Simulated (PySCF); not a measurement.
C2H6GeO3, SMILES [OH][Ge]([OH])([CH]=C)[OH] (connectivity only; charge and spin as stated), charge -1, multiplicity 2.

Coordinates come from a PBE0-D3(BJ)/def2-SVPD optimisation. Other conformers were not sampled.

The numbers are results of PySCF with r2SCAN/def2-SVPD, not measurements.

The molecule is in vacuum. A positive occupied level means that this level leaves the electron formally unbound; only the finite basis holds it.

Computed frontier levels, dipole moment and polarisability:
```yaml
"α spin, highest occupied and lowest empty level": 0.89 and 3.29 eV
"β spin, highest occupied and lowest empty level": -1.92 and 2.45 eV
dipole_moment_about_the_centre_of_nuclear_charge: 1.48 D
mean_static_polarisability: 100.5 bohr³ (14.89 Å³)
polarisability_principal_values: 81.0, 96.1, 124.4 bohr³
"⟨S²⟩": 0.755 (pure state 0.75)
```
